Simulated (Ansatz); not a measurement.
Species: GaP, charge 0, triplet. GaP (SMILES [P]=[Ga], triplet).
B3LYP-D3(BJ)/def2-TZVP minimum from Ansatz (an electronic-structure program):
```xyz
2

Ga     0.0000     0.0000    -0.8088
P      0.0000     0.0000     1.6715
```
Charge 0, spin multiplicity 3.

Total energies in def2-TZVPP, 8 correlated electrons, 19 frozen orbitals. Radicals and triplets start from unrestricted determinants; spin-orbit coupling is neglected. Correlated methods leave the cores frozen (noble-gas shells, and filled d and f shells in the p block). No relativity.

```tsv
method	program	energy (Eh)	minus CCSDT(Q) (mEh)
HF	Ansatz	-2263.97008	186.73
MP2	Ansatz	-2264.11574	41.07
CCSD	Ansatz	-2264.14712	9.70
CCSD(T)	Ansatz	-2264.15500	1.81
CCSDT(Q)	Ansatz	-2264.15681	0.00
```

Rough core times of Ansatz's runs on a shared machine: CCSD(T) 2 min, CCSDT(Q) 7 min.
